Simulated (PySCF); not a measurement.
# Two-component Hartree-Fock for Zr²²⁺ (zirconium, charge +22)

Start: [Ar]. Calculated with PySCF 2.14 in an even-tempered Gaussian basis (19 s from 0.9 bohr⁻², ratio 2.6; 14 p from 1.2 bohr⁻², ratio 2.6; 6 d from 1.2 bohr⁻², ratio 2.8; 3 f from 25 bohr⁻², ratio 2.8): generalised Hartree-Fock with the X2C-1e Hamiltonian and a Gaussian nucleus; spin-orbit coupling (SO) screened by Boettger's factors.

```tsv
spinor shell	electrons	ε, screened SO (eV)	weight of nominal j (screened SO)	rms radius, screened SO (bohr)
1s1/2	2	-19010.6	1.000	0.0426
2s1/2	2	-3479.8	1.000	0.174
2p1/2	2	-3258.0	1.000	0.152
2p3/2	4	-3169.7	1.000	0.156
3s1/2	2	-1197.9	1.000	0.438
3p1/2	2	-1111.5	1.000	0.429
3p3/2	4	-1092.6	1.000	0.436
```

| quantity | screened SO |
| --- | --- |
| E (hartree) | -3305.99021 |
| M_J | 0 |
| ⟨J²⟩ | 0.000 |
| ⟨L²⟩ | 0.004 |
| ⟨S²⟩ | 0.004 |

Breit and QED terms are absent; they matter most for the inner s and p1/2 levels.

Densities and radii are taken from the X2C orbitals without a picture-change correction, which distorts them close to the nucleus.
